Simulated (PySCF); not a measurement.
# How the method moves the HOMO and LUMO of `C=CCB(C)C`

Species: C₅H₁₁B.
Z-matrix (Å and degrees, PBE0-D3(BJ)/def2-SVP geometry), rows numbered from 1:
```
C 
C   1  1.3372
C   2  1.5002  1  125.61
B   3  1.5871  2  101.88  1    96.42
C   4  1.5730  3  120.58  2    75.44
C   4  1.5720  3  118.72  2  -102.44
H   1  1.0930  2  121.31  3  -177.22
H   1  1.0952  2  121.53  3     3.70
H   2  1.0975  1  118.25  3   175.92
H   3  1.1023  2  110.02  1  -145.02
H   3  1.1005  2  110.71  1   -23.88
H   5  1.1052  4  108.77  3  -114.01
H   5  1.1041  4  109.85  3   131.72
H   5  1.0999  4  115.68  3     8.14
H   6  1.1025  4  111.45  3    41.29
H   6  1.1068  4  107.21  3   -73.58
H   6  1.0998  4  115.29  3   166.53
```

Basis pcSseg-1 throughout (PySCF), one geometry. The structure is a single PBE0-D3(BJ)/def2-SVP conformer in the gas phase; no vibrational or solvent corrections.

Question: How do the orbital energies, the gap and the dipole change with the method?

Answer: 
```tsv
method	kind	HOMO (eV)	LUMO (eV)	gap (eV)	μ (D)	SCF cycles
BLYP	GGA	-5.79	-1.41	4.37	0.37	14
OPBE	GGA	-5.88	-1.45	4.43	0.40	14
B97-D	GGA	-5.88	-1.41	4.47	0.38	14
PBE	GGA	-5.94	-1.59	4.35	0.39	14
KT3	GGA	-5.95	-1.53	4.42	0.35	14
KT2	GGA	-5.96	-1.62	4.34	0.35	14
BP86	GGA	-6.04	-1.66	4.37	0.39	13
LDA	LDA	-6.09	-1.82	4.27	0.42	14
B97-2	global hybrid	-6.81	-0.61	6.20	0.38	13
B3LYP	global hybrid	-6.85	-0.80	6.05	0.37	13
PBE0	global hybrid	-7.06	-0.61	6.45	0.38	12
mPW1PW91	global hybrid	-7.08	-0.62	6.47	0.38	12
BHandHLYP	global hybrid	-8.04	0.52	8.55	0.37	11
CAM-B3LYP	range-separated hybrid	-8.38	0.55	8.93	0.39	11
wB97X-D	range-separated hybrid	-8.91	1.25	10.16	0.40	13
HF	Hartree–Fock	-9.48	3.23	12.71	0.37	10
LC-wPBE	range-separated hybrid	-9.75	1.68	11.43	0.40	12
```

The HOMO spans 3.97 eV, from BLYP down to LC-wPBE, and the gap runs from 4.27 eV (LDA) to 12.71 eV (HF). Over the methods BLYP (0 %), OPBE (0 %), B97-D (0 %), PBE (0 %), KT3 (0 %), KT2 (0 %), BP86 (0 %), LDA (0 %), B97-2 (21 %), B3LYP (20 %), PBE0 (25 %), mPW1PW91 (25 %), BHandHLYP (50 %), HF (100 %), a straight line through the gap against the share of exact exchange rises by 0.83 eV for each 10 % (correlation coefficient 1.000). The dipole ranges from 0.35 D (KT2) to 0.42 D (LDA). This basis has no diffuse functions.
